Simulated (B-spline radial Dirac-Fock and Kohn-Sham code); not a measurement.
ΔSCF core binding energies without Breit or QED terms, calculated with an atomic code on a B-spline grid.

A sound run for the free ytterbium atom, configuration [Xe] 4f14 6s2: The ground state converged in 15 iterations, with total energy -14067.62735 Ha, virial ratio 1.90056 and highest orbital energy -5.35 eV. ΔSCF binding energies: K (1s) 61618.1 eV, L3 (2p3/2) 8965.4 eV, M5 (3d5/2) 1528.7 eV.

A second run, with one unsound setting: The ground state converged in 10 iterations, with total energy -13809.49086 Ha, virial ratio 1.83783 and highest orbital energy -5.05 eV. ΔSCF binding energies: K (1s) 61769.9 eV, L3 (2p3/2) 9189.2 eV, M5 (3d5/2) 1741.7 eV.

```
iter   energy (Ha)        error
   1   -13800.91123378  5.93e+00
   2   -13808.95156457  9.12e-01
   3   -13809.39139757  3.69e-01
   4   -13809.47366685  1.43e-01
   5   -13809.48992093  3.61e-02
   6   -13809.49082990  1.00e-03
   7   -13809.49085531  2.46e-04
   8   -13809.49085813  4.68e-05
   9   -13809.49085823  2.46e-06
  10   -13809.49085823  4.56e-07
```

**Question.** Which fault fits the second run best?
A. functional not served
B. tolerance below the noise
C. too few iterations
D. mesh too coarse

**Answer.** D. The input had h = 1.3: h is too large to resolve the orbitals.
